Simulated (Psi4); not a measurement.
CH3IOTe, singlet, at a GFN2-xTB geometry (core potentials on I, Te); B3LYP/def2-SV(P) (Psi4 1.11).

Input for Psi4:
```
memory 2 GB

molecule {
0 1
Te    0.45616928   -0.69251892    0.86022312
I    -1.02652088    1.07988213   -0.47529171
O     1.91802940   -0.85046216   -0.45687299
C     1.71453431   -1.54321754   -1.65586514
H     0.97370357   -1.04314709   -2.28648380
H     2.67496764   -1.53850956   -2.17265204
H     1.40469132   -2.57811005   -1.49183152
}

set {
  basis def2-sv(p)
}

energy('b3lyp')
print_variables()
```

Question: Predict the main parts of the log of this Psi4 run.

Answer: 
```
   => Loading Basis Set <=

    Name: DEF2-SV(P)
    Role: ORBITAL
    Keyword: BASIS

    !!!  WARNING: ECP capability is in beta. Please check occupations closely.  !!!

         ---------------------------------------------------------
                                   SCF
               by Justin Turney, Rob Parrish, Andy Simmonett
                          and Daniel G. A. Smith
                              RKS Reference
         ---------------------------------------------------------

  ==> Geometry <==

    Molecular point group: c1
    Full point group: C1

    Geometry (in Angstrom), charge = 0, multiplicity = 1:

       Center              X                  Y                   Z               Mass
    ------------   -----------------  -----------------  -----------------  -----------------
         TE           0.507119060281    -0.726419358545     0.796796128924   129.906222748000
         I           -0.975571099719     1.045981691455    -0.538718701076   126.904471900000
         O            1.968979180281    -0.884362598545    -0.520299981076    15.994914619570
         C            1.765484090281    -1.577117978545    -1.719292131076    12.000000000000
         H            1.024653350281    -1.077047528545    -2.349910791076     1.007825032230
         H            2.725917420281    -1.572409998545    -2.236079031076     1.007825032230
         H            1.455641100281    -2.612010488545    -1.555258511076     1.007825032230

  Running in c1 symmetry.

  Rotational constants: A =      0.10866  B =      0.03066  C =      0.02448 [cm^-1]
  Rotational constants: A =   3257.41330  B =    919.20636  C =    734.03613 [MHz]
  Nuclear repulsion =  301.154465554492560

  Charge       = 0
  Multiplicity = 1
  Electrons    = 66
  Nalpha       = 33
  Nbeta        = 33

  ==> Algorithm <==

  SCF Algorithm Type is DF.
  DIIS enabled.
  MOM disabled.
  Fractional occupation disabled.
  Guess Type is SAD.
  Energy threshold   = 1.00e-06
  Density threshold  = 1.00e-06
  Integral threshold = 1.00e-12

  ==> Primary Basis <==

  Basis Set: DEF2-SV(P)
    Blend: DEF2-SV(P)
    Number of shells: 38
    Number of basis functions: 86
    Number of Cartesian functions: 92
    Spherical Harmonics?: true
    Max angular momentum: 2

  Core potential: DEF2-SV(P)
    Number of shells: 8
    Number of ECP primitives: 47
    Number of ECP core electrons: 56
    Max angular momentum: 3

  ==> DFT Potential <==

   => LibXC <=

    Version 7.1.2
    S. Lehtola, C. Steigemann, M. J. T. Oliveira, and M. A. L. Marques,  SoftwareX 7, 1–5 (2018) (10.1016/j.softx.2017.11.002)

   => Composite Functional: B3LYP <=

    B3LYP Hyb-GGA Exchange-Correlation Functional

    P. J. Stephens, F. J. Devlin, C. F. Chabalowski, and M. J. Frisch,  J. Phys. Chem. 98, 11623 (1994) (10.1021/j100096a001)

    Deriv               =              1
    GGA                 =           TRUE
    Meta                =          FALSE

    Exchange Hybrid     =           TRUE
    MP2 Hybrid          =          FALSE

   => Exchange Functionals <=

    0.0800   Slater exchange
    0.7200         Becke 88

   => Exact (HF) Exchange <=

    0.2000               HF

   => Correlation Functionals <=

    0.1900   Vosko, Wilk & Nusair (VWN5_RPA)
    0.8100   Lee, Yang & Parr

   => LibXC Density Thresholds  <==

    XC_HYB_GGA_XC_B3LYP:  1.00E-15

   => Molecular Quadrature <=

    Radial Scheme          =       TREUTLER
    Pruning Scheme         =           NONE
    Nuclear Scheme         =       TREUTLER

    Blocking Scheme        =         OCTREE
    BS radius alpha        =              1
    Pruning alpha          =              1
    Radial Points          =             75
    Spherical Points       =            302
    Total Points           =         148271
    Total Blocks           =           1169
    Max Points             =            256
    Max Functions          =             86
    Weights Tolerance      =       1.00E-15

   => Loading Basis Set <=

[...]

    J tasked:                   Yes
    K tasked:                   Yes
    wK tasked:                   No
    Algorithm:                 Core
    Schwarz Cutoff:           1E-12
    Mask sparsity (%):       2.3526
    Fitting Condition:        1E-10

   => Auxiliary Basis Set <=

  Basis Set: (DEF2-SV(P) AUX)
    Blend: DEF2-UNIVERSAL-JKFIT
    Number of shells: 160
    Number of basis functions: 642
    Number of Cartesian functions: 860
    Spherical Harmonics?: true
    Max angular momentum: 5

  Minimum eigenvalue in the overlap matrix is 1.1255470625E-02.
  Reciprocal condition number of the overlap matrix is 2.2876597343E-03.
    Using symmetric orthogonalization.

  ==> Pre-Iterations <==

  SCF Guess: Superposition of Atomic Densities via on-the-fly atomic UHF (no occupation information).

   -------------------------
    Irrep   Nso     Nmo
   -------------------------
     A         86      86
   -------------------------
    Total      86      86
   -------------------------

  ==> Iterations <==

                           Total Energy        Delta E     RMS |[F,P]|

   @DF-RKS iter SAD:  -675.88135404222658   -6.75881e+02   0.00000e+00
   @DF-RKS iter   1:  -680.61455038502800   -4.73320e+00   8.85681e-03 DIIS/ADIIS
   @DF-RKS iter   2:  -680.27885992561539    3.35690e-01   1.37006e-02 DIIS/ADIIS
   @DF-RKS iter   3:  -680.86282783917602   -5.83968e-01   4.59611e-03 DIIS/ADIIS
   @DF-RKS iter   4:  -680.93324326698485   -7.04154e-02   8.79936e-04 DIIS/ADIIS
   @DF-RKS iter   5:  -680.93512272301655   -1.87946e-03   4.14610e-04 DIIS/ADIIS
   @DF-RKS iter   6:  -680.93592833548985   -8.05612e-04   1.07380e-04 DIIS/ADIIS
   @DF-RKS iter   7:  -680.93599079271735   -6.24572e-05   2.56833e-05 DIIS
   @DF-RKS iter   8:  -680.93599304686165   -2.25414e-06   6.37047e-06 DIIS
   @DF-RKS iter   9:  -680.93599324195520   -1.95094e-07   1.64904e-06 DIIS
   @DF-RKS iter  10:  -680.93599325875005   -1.67948e-08   2.84926e-07 DIIS
  Energy and wave function converged.

  ==> Post-Iterations <==

   Electrons on quadrature grid:
      Ntotal   =   65.9999927071 ; deviation = -7.293e-06

    Orbital Energies [Eh]
    ---------------------

    Doubly Occupied:

[...]
    Virtual:

[...]
    Final Occupation by Irrep:
              A
    DOCC [    33 ]
    NA   [    33 ]
    NB   [    33 ]

  @DF-RKS Final Energy:  -680.93599325875005

   => Energetics <=

    Nuclear Repulsion Energy =            301.1544655544925604
    One-Electron Energy =               -1741.9920092796435256
    Two-Electron Energy =                 807.1845762493843495
    DFT Exchange-Correlation Energy =     -47.2830257829834721
    Empirical Dispersion Energy =           0.0000000000000000
    VV10 Nonlocal Energy =                  0.0000000000000000
    Total Energy =                       -680.9359932587500452

Computation Completed

Properties will be evaluated at   0.000000,   0.000000,   0.000000 [a0]

Properties computed using the SCF density matrix

 Multipole Moments:

 ------------------------------------------------------------------------------------
     Multipole            Electronic (a.u.)      Nuclear  (a.u.)        Total (a.u.)
 ------------------------------------------------------------------------------------

 L = 1.  Multiply by 2.5417464519 to convert [e a0] to [Debye]
 Dipole X            :        -36.6338993           36.5331867           -0.1007127
 Dipole Y            :         24.1616206          -24.7244188           -0.5627982
 Dipole Z            :         28.3060479          -28.2783557            0.0276922
 Magnitude           :                                                    0.5724087

 ------------------------------------------------------------------------------------

  Variable Map:
  ----------------------------------------------------------------------------
[...]
  Array Variable Map:
  ----------------------------------------------------------------------------
[...]
[...]
```
